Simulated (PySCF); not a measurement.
# Polarisability and C₆ of Ge²⁺ (germanium, charge +2)

[Ar] 3d10 4s2, closed-shell 1S. Computed with PySCF 2.14 in def2-TZVPPD, with no relativity, point nucleus. Coupled (time-dependent) response in atomic units; α is the mean over directions.

```json
{"method": "UHF", "mean α (bohr³)": "12.53", "C₆ (like pair)": "49.27", "S(−4)": "78.54"}
{"method": "PBE", "mean α (bohr³)": "10.70", "C₆ (like pair)": "39.92", "S(−4)": "55.99"}
{"method": "PBE0", "mean α (bohr³)": "11.16", "C₆ (like pair)": "42.18", "S(−4)": "61.42"}
{"method": "PW91", "mean α (bohr³)": "10.68", "C₆ (like pair)": "39.82", "S(−4)": "55.78"}
{"method": "wB97X-V", "mean α (bohr³)": "11.41", "C₆ (like pair)": "43.51", "S(−4)": "64.38"}
```

S(−4) is the Cauchy moment in α(ω) = α(0) + S(−4) ω² + …

α(iu) at PBE0:

| u (hartree) | α(iu) (bohr³) |
| --- | --- |
| 0 | 11.16 |
| 0.0500 | 11.01 |
| 0.100 | 10.58 |
| 0.200 | 9.172 |
| 0.300 | 7.540 |
| 0.500 | 4.908 |
| 0.750 | 3.045 |
| 1.00 | 2.073 |
| 1.50 | 1.169 |
| 2.00 | 0.7674 |
| 3.00 | 0.4145 |
| 5.00 | 0.1817 |

A single London oscillator, α(iu) = α/(1 + u²/ω²), gives C₆ = (3/4) ω α². Matching the computed C₆ needs ω = 4 × 42.18 / (3 × 11.16²) = 0.452 hartree.

For an ion, C₆ is the dispersion term alone; charge-induced terms of lower order in 1/R come first.
